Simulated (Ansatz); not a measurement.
`O[SiH2]N[SiH2][AlH2]` + `[SiH3][SeH]` → `O[SiH2][Se][SiH3]` + `N[SiH2][AlH2]`  (ligand exchange at the Si–N bond)

Gas-phase electronic energies from Ansatz, PBE0-D4/def2-TZVP geometries. CCSD(T)/CBS adds triple-zeta CCSD(T) − MP2 to the extrapolated MP2 energy (def2 sets, frozen cores). Functionals use def2-TZVPP. B3LYP here is the variant with VWN-RPA as its local correlation; programs differ in this. For Se outer-core shells are correlated without core-valence functions, which leaves a few kJ/mol of doubt a bond. Scalar relativity is left out up to krypton. Each species was taken in one conformer, which may not be the lowest.

| level | ΔE (kJ/mol) | difference from CCSD(T)/CBS |
| --- | --- | --- |
| B3LYP-D4 | 3.5 | 2.8 |
| ωB97M-V | 1.9 | 1.2 |
| B2PLYP | 4.7 | 4.0 |
| PBE | -6.3 | -7.0 |
| B3LYP | 5.3 | 4.6 |
| HF/def2-TZVPP | 11.8 | 11.1 |
| CCSD(T)/def2-TZVPP | 5.7 | 5.0 |
| HF/def2-QZVPP | 13.1 | 12.4 |
| HF/CBS(def2) | 13.3 | 12.6 |
| CCSD/CBS(def2) | 2.4 | 1.7 |
| CCSD(T)/CBS | 0.7 | 0 |

Largest T1 diagnostic among the species: 0.012.

In def2-TZVPP, CCSD(T) changes the Hartree–Fock value by −6.1 kJ/mol (the triples alone add −1.7 kJ/mol) and MP2 by −11.0 kJ/mol.
